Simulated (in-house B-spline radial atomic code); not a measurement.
Results of a calculation; reference values are marked as such.
# Softness against transferability: the 4d channel of Mo

Mo, [Kr] 4d5 5s1, non-relativistic LDA (VWN5), spherical and spin-unpolarised, from an all-electron radial atomic-structure program (B-spline basis) (atomic units). The all-electron 4d level is ε = -0.153346 hartree, its outermost node lies just inside 0.54 bohr and its outer maximum at 1.37 bohr.

Troullier-Martins pseudo-orbitals are made for several radii. The cutoffs (hartree) are the plane-wave energies beyond which the orbital holds less than the named kinetic energy per electron. The phase error is the difference, pseudo minus all-electron, of arctan(R P'/P) at R = 2.22 bohr for all radii, half a hartree below and above the level.

```json
{"r_c (bohr)": "1.03", "V_l(0) (hartree)": "-28.59", "cutoff for 10 mEh": "50.8", "for 1 mEh": "68.7", "for 0.1 mEh": "96.3", "phase error at ε − 0.5 (mrad)": "-0.6", "at ε + 0.5 (mrad)": "-1.2"}
{"r_c (bohr)": "1.19", "V_l(0) (hartree)": "-13.08", "cutoff for 10 mEh": "19.5", "for 1 mEh": "37.7", "for 0.1 mEh": "52", "phase error at ε − 0.5 (mrad)": "-0.4", "at ε + 0.5 (mrad)": "-0.7"}
{"r_c (bohr)": "1.37", "V_l(0) (hartree)": "-9.31", "cutoff for 10 mEh": "16.4", "for 1 mEh": "23.4", "for 0.1 mEh": "30.4", "phase error at ε − 0.5 (mrad)": "-0.3", "at ε + 0.5 (mrad)": "-0.4"}
{"r_c (bohr)": "1.55", "V_l(0) (hartree)": "-8.52", "cutoff for 10 mEh": "15.7", "for 1 mEh": "21.5", "for 0.1 mEh": "26.5", "phase error at ε − 0.5 (mrad)": "-0.2", "at ε + 0.5 (mrad)": "-0.3"}
{"r_c (bohr)": "1.73", "V_l(0) (hartree)": "-8.11", "cutoff for 10 mEh": "15.2", "for 1 mEh": "20.5", "for 0.1 mEh": "24.8", "phase error at ε − 0.5 (mrad)": "0.0", "at ε + 0.5 (mrad)": "0.0"}
{"r_c (bohr)": "1.92", "V_l(0) (hartree)": "-7.65", "cutoff for 10 mEh": "14.6", "for 1 mEh": "19", "for 0.1 mEh": "22.8", "phase error at ε − 0.5 (mrad)": "+0.5", "at ε + 0.5 (mrad)": "+0.7"}
```

(1) Which radius needs the lowest cutoff for 0.1 mEh while both phase errors stay within 0.8 mrad?

(2) What does the larger radius buy, and what does it cost?

Results:

(1) The radii within that limit are 1.19, 1.37, 1.55, 1.73, 1.92 bohr; of these r_c = 1.92 needs the least, 22.8 hartree, that is 45.6 Ry or 620 eV.

(2) From r_c = 1.03 to 1.92 bohr the cutoff for 1 mEh goes from 68.7 to 19 hartree, a factor of 3.62, against 3.47 for a pure 1/r_c² scaling, end to end; step by step it is 68.7, 37.7, 23.4, 21.5, 20.5, 19, and for 0.1 mEh 96.3, 52, 30.4, 26.5, 24.8, 22.8; the number of plane waves goes as the cutoff to the power 3/2, here a factor of 6.9. The larger of the two phase errors is least at r_c = 1.73 bohr, 0.0 mrad; it is 1.2 at the smallest radius and 0.7 at the largest. These errors test the reference atom alone. The smallest radius lies well inside the outer maximum, where the nodeless form must bend sharply to keep the norm, so it is both harder and scatters less well than the next. Large radii also let the cores of neighbours overlap, which an atom doesn't show.
